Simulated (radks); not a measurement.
The numbers below are computed, except where a source is named.
Code: a radial shooting solver on a logarithmic mesh with Libxc functionals. Model: non-relativistic Kohn-Sham, PBE, spin-polarised, spherical densities, point nucleus; open shells are filled with parallel spins first (spin-orbit coupling, left out, can overturn this in heavy ions). Response by self-consistent Sternheimer equations with the Hartree and adiabatic LDA kernel. For heavy and open-shell atoms this level of theory can miss by tens of per cent. Rank Rh+, I+, Rb+, Rh, Xe3+, Nb2+, Sr2+, P+ (NIST ground configurations) by static dipole polarisability, largest first.

Answer. Rh 63.55, I+ 21.02, P+ 14.34, Rh+ 13.54, Nb2+ 11.08, Xe3+ 9.993, Rb+ 9.524, Sr2+ 5.999 bohr^3.
